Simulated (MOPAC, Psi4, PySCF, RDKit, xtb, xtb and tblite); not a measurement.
Relaxed torsion scan: SMILES COc1ccc(SC)s1. Scanned: dihedral S9–C6–S7–C8; all other coordinates were relaxed at GFN2-xTB. Points at φ and −φ are mirror images.

Geometry of the scan point at 90° (Å):
```
17

C      2.6418     1.6421    -0.0368
O      2.5938     0.2342    -0.0368
C      1.3947    -0.3343    -0.2336
C      1.1560    -1.6781    -0.2501
C     -0.1993    -1.9846    -0.4831
C     -0.9835    -0.8889    -0.6566
S     -2.7130    -0.8461    -0.9395
C     -2.7107    -0.8427    -2.7652
S     -0.0544     0.5857    -0.5078
H      2.3186     2.0462    -1.0018
H      2.0053     2.0574     0.7515
H      3.6799     1.9103     0.1469
H      1.9273    -2.4090    -0.0987
H     -0.5871    -2.9863    -0.5249
H     -3.7502    -0.8354    -3.0746
H     -2.2140    -1.7384    -3.1251
H     -2.2051     0.0500    -3.1214
```

Levels: GFN2-xTB (xtb and tblite); MMFF94 // GFN2-xTB (RDKit); B3LYP/def2-SVP // GFN2-xTB (Psi4); B3LYP-D3(BJ)/def2-SVP // GFN2-xTB (Psi4); PBE/def2-SVP // GFN2-xTB (Psi4); PBE-D3(BJ)/def2-SVP // GFN2-xTB (Psi4); UFF // GFN2-xTB (RDKit); PM7, restricted, heats of formation // GFN2-xTB (MOPAC); PM3, restricted, heats of formation // GFN2-xTB (MOPAC); GFN1-xTB // GFN2-xTB (xtb); RKS-B3LYP/6-31G* = restricted B3LYP/6-31G*, spherical d, density fitting // GFN2-xTB in PySCF 2.14.0; RKS-B3LYP/LANL2DZ = PySCF 2.14.0 with restricted B3LYP/LANL2DZ, with its core potentials past Ne // GFN2-xTB; RHF/6-31G* = restricted Hartree-Fock/6-31G*, spherical d, density fitting // GFN2-xTB in PySCF.

Least-squares fit of E(φ) = a0 + Σ (a_n cos nφ + b_n sin nφ), n = 1 to 4, to the 24 scan points, in kcal/mol above the lowest point of each profile (levels whose profile four harmonics don't fit are not listed):

```json
[
 {"method": "GFN2-xTB", "a0": "0.41", "a1": "-0.38", "b1": "0.00", "a2": "-0.13", "b2": "0.00", "a3": "0.18", "b3": "0.00", "a4": "0.02", "b4": "0.00", "rms of fit": "0.01"},
 {"method": "MMFF94", "a0": "0.47", "a1": "0.37", "b1": "0.00", "a2": "0.50", "b2": "0.00", "a3": "0.03", "b3": "0.00", "a4": "0.09", "b4": "0.00", "rms of fit": "0.02"},
 {"method": "B3LYP/def2-SVP", "a0": "1.81", "a1": "-0.13", "b1": "0.00", "a2": "1.61", "b2": "0.00", "a3": "0.33", "b3": "0.00", "a4": "-0.21", "b4": "0.00", "rms of fit": "0.02"},
 {"method": "B3LYP-D3(BJ)/def2-SVP", "a0": "1.70", "a1": "-0.30", "b1": "0.00", "a2": "1.50", "b2": "0.00", "a3": "0.33", "b3": "0.00", "a4": "-0.20", "b4": "0.00", "rms of fit": "0.02"},
 {"method": "PBE/def2-SVP", "a0": "1.63", "a1": "-0.27", "b1": "0.00", "a2": "1.45", "b2": "0.00", "a3": "0.31", "b3": "0.00", "a4": "-0.19", "b4": "0.00", "rms of fit": "0.02"},
 {"method": "PBE-D3(BJ)/def2-SVP", "a0": "1.60", "a1": "-0.34", "b1": "0.00", "a2": "1.40", "b2": "0.00", "a3": "0.31", "b3": "0.00", "a4": "-0.19", "b4": "0.00", "rms of fit": "0.02"},
 {"method": "UFF", "a0": "5.82", "a1": "-0.19", "b1": "0.00", "a2": "5.81", "b2": "0.00", "a3": "-0.43", "b3": "0.00", "a4": "0.02", "b4": "0.00", "rms of fit": "0.03"},
 {"method": "PM7", "a0": "0.92", "a1": "1.00", "b1": "0.00", "a2": "0.83", "b2": "0.00", "a3": "0.09", "b3": "0.00", "a4": "-0.01", "b4": "0.00", "rms of fit": "0.01"},
 {"method": "PM3", "a0": "0.90", "a1": "1.23", "b1": "0.00", "a2": "0.49", "b2": "0.00", "a3": "0.00", "b3": "0.00", "a4": "-0.02", "b4": "0.00", "rms of fit": "0.02"},
 {"method": "GFN1-xTB", "a0": "0.65", "a1": "-0.27", "b1": "0.00", "a2": "-0.48", "b2": "0.00", "a3": "0.10", "b3": "0.00", "a4": "0.02", "b4": "0.00", "rms of fit": "0.01"},
 {"method": "RKS-B3LYP/6-31G*", "a0": "2.10", "a1": "0.06", "b1": "0.00", "a2": "1.97", "b2": "0.00", "a3": "0.30", "b3": "0.00", "a4": "-0.14", "b4": "0.00", "rms of fit": "0.03"},
 {"method": "RKS-B3LYP/LANL2DZ", "a0": "1.95", "a1": "0.26", "b1": "0.00", "a2": "1.79", "b2": "0.00", "a3": "0.36", "b3": "0.00", "a4": "-0.16", "b4": "0.00", "rms of fit": "0.02"},
 {"method": "RHF/6-31G*", "a0": "2.55", "a1": "0.22", "b1": "0.00", "a2": "2.33", "b2": "0.00", "a3": "0.39", "b3": "0.00", "a4": "-0.21", "b4": "0.00", "rms of fit": "0.03"}
]
```
